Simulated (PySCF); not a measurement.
C₃H₉NOSi.
Z-matrix (Å and degrees, PBE0-D3(BJ)/def2-SVP geometry), rows numbered from 1:
```
C 
C   1  1.3314
C   2  1.4952  1  124.45
O   3  1.3970  2  111.83  1     1.30
Si  4  1.6717  3  123.55  2  -156.28
N   5  1.7173  4  114.63  3    53.20
H   1  1.0926  2  121.40  3   179.98
H   1  1.0929  2  120.20  3    -0.28
H   2  1.0969  1  120.53  3   179.93
H   3  1.1106  2  108.55  1  -121.52
H   3  1.1099  2  108.88  1   123.73
H   5  1.4942  4  110.10  3   -65.47
H   5  1.4851  4  103.02  3   174.08
H   6  1.0126  5  122.90  4    64.45
H   6  1.0117  5  122.25  4   -95.63
```

All values: PBE0/pcSseg-1 (PySCF, non-relativistic), on one gas-phase PBE0-D3(BJ)/def2-SVP geometry that isn't relaxed in the solvent. The solvent is an IEF-PCM continuum (cavity from Bondi-type radii × 1.2). The model holds no explicit solvent molecules, cavitation or dispersion.

| run | E − E(gas) (kcal/mol) | HOMO (eV) | HOMO–LUMO gap (eV) | dipole (D) |
| --- | --- | --- | --- | --- |
| gas | 0.00 | -7.23 | 7.79 | 2.30 |
| P | -4.27 | -7.33 | 7.81 | 2.91 |
| Q | -5.28 | -7.36 | 7.81 | 3.07 |

**Question.** The runs were made in dimethylsulfoxide and tetrahydrofuran. Which run belongs to which solvent?

**Answer.** P = tetrahydrofuran, Q = dimethylsulfoxide. The dielectric constants are 7.426 (tetrahydrofuran), 46.83 (dimethylsulfoxide), and the energy falls further as ε rises. In this model the ground state sees the solvent through ε alone.

**Question.** How constant is the ratio of the lowering to (ε − 1)/(2ε + 1)?

**Answer.** 
```csv
solvent,(ε − 1)/(2ε + 1),E − E(gas) (kcal/mol),ratio (kcal/mol),polarisation term (kcal/mol)
tetrahydrofuran,0.405,-4.27,-10.5,-4.74
dimethylsulfoxide,0.484,-5.28,-10.9,-6.03
```

The ratio changes by +3.6 % in size from tetrahydrofuran to dimethylsulfoxide. The polarisation term is half the interaction of the solute with the induced surface charges.
